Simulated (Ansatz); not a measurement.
Steps of a relaxation of AuF3H6NPSi2 (`F[P+](F)(F)[Au-][N]([SiH3])[SiH3]`) with RKS PBE0-D4/def2-TZVP.

```sh
$ ansatz run in.yaml --threads 4 --pin off --events-out ev --progress --plain --max-ram 41984MiB --backend cuda --devices 0, --max-vram 37GiB
```

```yaml
crystal:
  periodic: [false, false, false]
  atoms:
    - {symbol: F, position_ang: [-3.824310, 2.106470, 0.610800]}
    - {symbol: P, position_ang: [-2.291290, 2.159910, 0.999460]}
    - {symbol: F, position_ang: [-2.553680, 2.351080, 2.546830]}
    - {symbol: F, position_ang: [-2.123900, 3.700780, 0.693370]}
    - {symbol: Au, position_ang: [-0.795200, 0.675030, 0.259130]}
    - {symbol: N, position_ang: [0.543710, -0.652340, -0.415320]}
    - {symbol: Si, position_ang: [1.887540, -0.128700, -1.361600]}
    - {symbol: Si, position_ang: [0.599130, -2.242530, 0.249760]}
    - {symbol: H, position_ang: [1.473410, 1.114130, -2.031760]}
    - {symbol: H, position_ang: [2.239360, -1.141390, -2.358410]}
    - {symbol: H, position_ang: [3.070640, 0.152940, -0.533490]}
    - {symbol: H, position_ang: [-0.759670, -2.552830, 0.718420]}
    - {symbol: H, position_ang: [1.522040, -2.333110, 1.391180]}
    - {symbol: H, position_ang: [1.012210, -3.209430, -0.768380]}
basis:
  gaussian: {orbitals: def2-TZVP}
hamiltonian: {xc: pbe0, dispersion: d4}
relax: {f_tol: 0.005, max_steps: 150}
```

Positions (Å) and forces (eV/Å) along the path, 9 of 20 steps:

```xyz
14
step=1 energy=-38466.5127 eV
F    -3.824    2.106    0.611    1.219   -0.579   -0.134
P    -2.291    2.160    0.999   -1.622    1.729    0.895
F    -2.554    2.351    2.547    0.658   -0.677   -0.928
F    -2.124    3.701    0.693    0.503   -1.209   -0.190
Au   -0.795    0.675    0.259   -0.395    0.381    0.177
N     0.544   -0.652   -0.415   -0.021    0.070    0.062
Si    1.888   -0.129   -1.362   -0.650    0.387    0.285
Si    0.599   -2.243    0.250   -0.503    0.617    0.105
H     1.473    1.114   -2.032    0.110    0.300   -0.255
H     2.239   -1.141   -2.358    0.153   -0.343   -0.303
H     3.071    0.153   -0.533    0.374    0.060    0.133
H    -0.760   -2.553    0.718   -0.261   -0.283    0.180
H     1.522   -2.333    1.391    0.260   -0.130    0.295
H     1.012   -3.209   -0.768    0.176   -0.324   -0.322
14
step=2 energy=-38466.7354 eV
F    -3.757    2.022    0.565    0.876   -0.203    0.067
P    -2.247    2.126    0.987   -1.351    1.331    0.646
F    -2.485    2.280    2.530    0.330   -0.314   -0.749
F    -2.047    3.645    0.654    0.169   -0.855    0.007
Au   -0.800    0.684    0.264   -0.100    0.126    0.072
N     0.523   -0.628   -0.400    0.202   -0.154   -0.041
Si    1.849   -0.069   -1.357   -0.145    0.010    0.092
Si    0.540   -2.216    0.280   -0.051    0.160   -0.028
H     1.487    1.186   -2.065   -0.021    0.042   -0.021
H     2.223   -1.100   -2.355    0.013   -0.098   -0.113
H     3.069    0.203   -0.551    0.071    0.052    0.064
H    -0.813   -2.589    0.767   -0.054   -0.007    0.017
H     1.482   -2.347    1.423    0.041    0.006    0.104
H     0.977   -3.197   -0.742    0.021   -0.096   -0.117
14
step=5 energy=-38466.7965 eV
F    -3.720    1.981    0.541   -0.018    0.004   -0.002
P    -2.251    2.134    0.993    0.079   -0.065   -0.027
F    -2.468    2.254    2.517   -0.020    0.015    0.030
F    -2.020    3.617    0.638   -0.011    0.032    0.000
Au   -0.782    0.696    0.289   -0.027    0.007   -0.003
N     0.552   -0.624   -0.372    0.043   -0.023    0.002
Si    1.847   -0.056   -1.357   -0.017    0.008    0.012
Si    0.530   -2.214    0.290   -0.011    0.021    0.004
H     1.451    1.192   -2.066   -0.008   -0.002   -0.003
H     2.214   -1.088   -2.368   -0.001   -0.003    0.000
H     3.081    0.253   -0.577    0.000    0.005   -0.004
H    -0.840   -2.567    0.755   -0.005    0.003   -0.007
H     1.445   -2.373    1.459   -0.005   -0.003    0.003
H     0.959   -3.203   -0.740    0.001    0.001   -0.003
14
step=8 energy=-38466.7996 eV
F    -3.686    1.980    0.536    0.014    0.000    0.003
P    -2.223    2.133    1.012   -0.021    0.016    0.015
F    -2.468    2.251    2.533    0.008   -0.004   -0.019
F    -1.990    3.619    0.665    0.001   -0.012    0.004
Au   -0.751    0.696    0.318   -0.011    0.015    0.010
N     0.585   -0.624   -0.343    0.003    0.002   -0.002
Si    1.840   -0.049   -1.370    0.017    0.026   -0.023
Si    0.521   -2.221    0.292   -0.016   -0.031    0.019
H     1.370    1.132   -2.151    0.019   -0.034    0.019
H     2.250   -1.124   -2.319    0.003    0.015    0.014
H     3.064    0.380   -0.626   -0.033   -0.009   -0.020
H    -0.883   -2.588    0.639    0.042    0.003   -0.009
H     1.335   -2.398    1.534   -0.023    0.004   -0.031
H     1.037   -3.188   -0.720   -0.004    0.010    0.021
14
step=10 energy=-38466.8011 eV
F    -3.668    2.000    0.557   -0.011   -0.007   -0.009
P    -2.206    2.139    1.035   -0.018    0.026    0.018
F    -2.450    2.245    2.556    0.008   -0.010    0.010
F    -1.965    3.627    0.703    0.011    0.003   -0.008
Au   -0.743    0.699    0.326    0.025   -0.025   -0.017
N     0.581   -0.627   -0.351   -0.012    0.006    0.000
Si    1.831   -0.051   -1.385    0.027    0.007   -0.034
Si    0.511   -2.224    0.284    0.000   -0.045    0.006
H     1.326    1.058   -2.248    0.021   -0.037    0.033
H     2.313   -1.160   -2.261   -0.013    0.042    0.042
H     3.014    0.483   -0.643   -0.042   -0.017   -0.031
H    -0.905   -2.633    0.526    0.052    0.015   -0.005
H     1.232   -2.376    1.586   -0.029    0.003   -0.048
H     1.128   -3.179   -0.685   -0.018    0.041    0.043
14
step=15 energy=-38466.8031 eV
F    -3.653    2.039    0.604    0.002   -0.002    0.000
P    -2.182    2.146    1.064   -0.011    0.004   -0.002
F    -2.402    2.226    2.591    0.001    0.000    0.000
F    -1.921    3.635    0.755    0.003    0.000    0.000
Au   -0.747    0.695    0.315    0.009   -0.004    0.000
N     0.562   -0.635   -0.381    0.008   -0.005    0.004
Si    1.817   -0.055   -1.405    0.007    0.001   -0.011
Si    0.494   -2.228    0.268   -0.001   -0.008   -0.005
H     1.284    0.937   -2.384    0.009   -0.013    0.016
H     2.418   -1.196   -2.153   -0.008    0.016    0.010
H     2.919    0.627   -0.662   -0.018   -0.006   -0.012
H    -0.917   -2.697    0.375    0.016    0.006    0.003
H     1.085   -2.334    1.635   -0.011    0.001   -0.014
H     1.245   -3.160   -0.621   -0.007    0.010    0.010
14
step=17 energy=-38466.8033 eV
F    -3.644    2.045    0.609    0.001   -0.003   -0.002
P    -2.174    2.147    1.073   -0.001    0.003   -0.001
F    -2.398    2.224    2.599    0.000   -0.001    0.004
F    -1.908    3.637    0.768    0.003    0.001   -0.001
Au   -0.739    0.695    0.323   -0.004    0.002    0.000
N     0.568   -0.635   -0.374    0.007   -0.004    0.001
Si    1.813   -0.054   -1.410    0.003    0.002   -0.002
Si    0.490   -2.230    0.264    0.000    0.002    0.000
H     1.264    0.897   -2.419    0.004   -0.004    0.006
H     2.444   -1.201   -2.123   -0.002    0.006    0.004
H     2.893    0.677   -0.682   -0.009   -0.006   -0.007
H    -0.920   -2.710    0.329    0.004    0.001    0.001
H     1.038   -2.338    1.649   -0.003    0.000   -0.007
H     1.273   -3.153   -0.605   -0.001    0.002    0.003
14
step=19 energy=-38466.8034 eV
F    -3.639    2.047    0.609    0.001    0.000    0.001
P    -2.170    2.148    1.077    0.000    0.001   -0.001
F    -2.397    2.223    2.602    0.000    0.000    0.000
F    -1.903    3.638    0.774    0.000   -0.001    0.001
Au   -0.736    0.696    0.327    0.000    0.000    0.000
N     0.571   -0.635   -0.371   -0.001    0.001    0.000
Si    1.811   -0.054   -1.412   -0.001   -0.001   -0.002
Si    0.489   -2.231    0.263   -0.001   -0.001   -0.001
H     1.256    0.879   -2.433    0.000    0.001    0.000
H     2.455   -1.202   -2.110    0.001   -0.001    0.000
H     2.882    0.696   -0.691    0.000    0.000    0.000
H    -0.921   -2.714    0.311    0.000    0.000    0.001
H     1.020   -2.340    1.654    0.000    0.000    0.000
H     1.283   -3.151   -0.599    0.001    0.000    0.000
14
step=20 energy=-38466.8034 eV
F    -3.638    2.048    0.609    0.001    0.000    0.000
P    -2.170    2.148    1.077    0.001    0.001    0.000
F    -2.397    2.222    2.603    0.000    0.000    0.000
F    -1.901    3.638    0.776    0.000   -0.001    0.000
Au   -0.735    0.696    0.327   -0.001   -0.001   -0.001
N     0.572   -0.635   -0.371   -0.001    0.001    0.000
Si    1.811   -0.054   -1.413    0.001    0.000    0.000
Si    0.488   -2.231    0.263    0.000   -0.001    0.000
H     1.254    0.876   -2.437    0.000    0.000    0.000
H     2.457   -1.203   -2.107    0.000    0.000    0.000
H     2.879    0.701   -0.693    0.000    0.000    0.000
H    -0.921   -2.715    0.307    0.000    0.000    0.000
H     1.017   -2.340    1.655    0.000    0.000    0.000
H     1.285   -3.150   -0.598    0.000    0.000    0.000
```

Hardware: 4 threads of an AMD EPYC 7R13 on a shared host and a share of an NVIDIA H100 80 GB. Wall time 34 s, peak host memory 1 GiB.
